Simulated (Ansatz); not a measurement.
`CC(C)[O][Zn][F]` and `CC(C)OB(O)F` differ in one atom or group.

Ansatz, PBE0-D4/def2-TZVP geometries, multiplicity 1. Each molecule was computed in one conformer, which needn't be the lowest.

Scalar relativity is left out up to krypton.

```json
{"property": "size of the dipole moment (PBE/def2-TZVPP) / D", "`CC(C)[O][Zn][F]`": "2.39"}
{"property": "HOMO–LUMO gap (PBE/def2-TZVPP) / eV", "`CC(C)[O][Zn][F]`": "4.16"}
{"property": "LUMO energy (PBE0/def2-TZVPP) / eV", "`CC(C)[O][Zn][F]`": "-1.18"}
{"property": "HOMO–LUMO gap (PBE0/def2-TZVPP) / eV", "`CC(C)[O][Zn][F]`": "6.60"}
{"property": "HOMO energy (PBE0/def2-TZVPP) / eV", "`CC(C)[O][Zn][F]`": "-7.78"}
{"property": "size of the dipole moment (ωB97M-V/def2-TZVPP) / D", "`CC(C)[O][Zn][F]`": "2.34"}
```

Q: Give the same properties after the change, and the shifts. (An estimate is asked.)

A: The calculation gave: 
```
                                          property  `CC(C)OB(O)F`  shift
    size of the dipole moment (PBE/def2-TZVPP) / D           1.71  -0.68
               HOMO–LUMO gap (PBE/def2-TZVPP) / eV           6.93   2.77
                LUMO energy (PBE0/def2-TZVPP) / eV           0.67   1.85
              HOMO–LUMO gap (PBE0/def2-TZVPP) / eV           9.30   2.70
                HOMO energy (PBE0/def2-TZVPP) / eV          -8.63  -0.85
size of the dipole moment (ωB97M-V/def2-TZVPP) / D           1.77  -0.57
```

With PBE0 the HOMO falls by 0.85 eV and the LUMO rises by 1.85 eV, so the gap widens by about 2.70 eV. PBE moves the HOMO by -0.81 eV and ωB97M-V by -0.83 eV. Dipoles are sizes alone; their direction can turn.
